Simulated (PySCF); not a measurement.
# Spectroscopy problems

Averaged over atoms made equivalent by symmetry, fast rotation or ring inversion, non-relativistic, a single conformation, no solvent. Coordinates at the GFN2-xTB level; shielding tensors at PBE0/pcSseg-1 (GIAO); PySCF 2.14.

References, each an isolated molecule treated in the same way: 1H (σref 31.72), 13C (σref 186.93) against TMS. Splittings of carbon signals by F and P are missing where no couplings were computed. Where no couplings were computed, multiplicities follow the n + 1 count of equivalent neighbours, and m marks all less simple cases (inequivalent or close neighbours, rings, F or P nearby). Shifts are as computed. Against solution values, carbons near 30 ppm lie about +3 ppm off and those near 130 ppm about +5 ppm (rms about the fit 2.1 ppm; single classes can miss by 10 ppm). Of 1328 compounds with measured shifts, 309 miss one by over three times the rms of a fit or turn the order of signals round; such compounds aren't used in these exercises. Signals without a measured value on file couldn't be tested in this way; 1H shifts scatter by 0.2 ppm about their fit, and single ones miss by 0.5 ppm.

(1) C6H5F3O. 1H NMR (400 MHz, computed): δ 8.06 (m, 1H), 6.41 (d, 1H), 3.00 (m, 1H), 2.98 (m, 1H), 2.90 (m, 1H). 13C{1H} NMR (computed): δ 202.7 (C), 174.2 (CH), 141.6 (CH), 134.2 (C), 51.6 (CH), 35.2 (CH2). Give a structure.

(2) C6H5F3O. 1H NMR (600 MHz, computed): δ 5.69 (s, 2H), 1.98 (s, 3H). 13C{1H} NMR (computed): δ 234.7 (C), 188.9 (C), 126.0 (C), 102.2 (C), 85.0 (CH2), 16.4 (CH3). Give a structure.

Results:

(1) `O=C1C=CC[C@@H]1C(F)(F)F`. The formula gives 3 degrees of unsaturation (1 ring in the answer). 6 carbon signals for 6 carbons: no two carbons are equivalent. Carbon types of the structure: 2 × C, 3 × CH, 1 × CH2, which accounts for all hydrogens. δC 202.7: ketone carbonyl carbon; low-lying n→π* states of the double bond to the heteroatom give a large paramagnetic term (-263 ppm). δC 174.2: β carbon of a C=C–C=O unit; conjugation with the carbonyl draws π density from the β position. δC 141.6: α carbon of a C=C–C=O unit; as expected for a trigonal carbon in a double bond. δC 134.2: CF3 carbon; 3 electronegative neighbours deshield it.

This is the structure that produced the data. Such data don't tell enantiomers apart.

(2) `C(C(=C=C)C)(=O)C(F)(F)F`. The formula gives 3 degrees of unsaturation (no ring in the answer). 6 carbon signals for 6 carbons: no two carbons are equivalent. Carbon types of the structure: 4 × C, 1 × CH2, 1 × CH3, which accounts for all hydrogens. δC 234.7: central carbon of an allene; the central sp carbon of an allene is among the most deshielded carbons of hydrocarbons. δC 188.9: ketone carbonyl carbon; low-lying n→π* states of the double bond to the heteroatom give a large paramagnetic term (-252 ppm). δC 126.0: CF3 carbon; 3 electronegative neighbours deshield it. δC 102.2, 85.0: terminal carbon of a cumulated C=C=C unit.

This is the structure that produced the data.
